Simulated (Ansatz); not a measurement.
The cluster KBr2, relaxed as a quartet with UKS PBE-D4/def2-TZVP in Ansatz, starting from the PBE-D4/def2-TZVP geometry of the neutral doublet. Force threshold 0.02 eV/Å.

The gap within one spin of the charge 0 quartet nearly closes, so an electron or hole may be smeared out by delocalisation error. In the quartet, Br2 and Br3 lie 2.70 Å apart (atoms count from 1), so these atoms are partly bonded to each other. At PBE-D4/def2-TZVP a doublet of charge 0 lies 4.15 eV below the quartet, each at its own geometry. The structure comes from a short search, and lower isomers may exist.

Start:

```
atom    x (Å)    y (Å)    z (Å)
  K1   1.2291  -1.1201   0.5889
 Br2  -0.6665   1.2049   1.0403
 Br3  -0.5627  -0.0848  -1.6292
```

```csv
step,energy (eV),largest force component (eV/Å),SCF passes
1,-156388.1550,0.934,16
2,-156388.4639,0.487,20
3,-156388.5736,0.352,20
4,-156388.6379,0.091,20
5,-156388.6843,0.242,21
6,-156388.7356,0.011,21
```

Force components are those of the run's own axes.

End:

Cartesian coordinates in Å:
```
K 1.885 -1.718 0.903
Br -0.990 1.445 0.763
Br -0.895 0.272 -1.666
```

Bonds lost: K1–Br2, K1–Br3 (atoms count from 1).

No frequencies were taken in this run, so the end may be a saddle point.

Hardware: 2 threads of Arm Neoverse V1 on a shared host. Wall time 16 s.
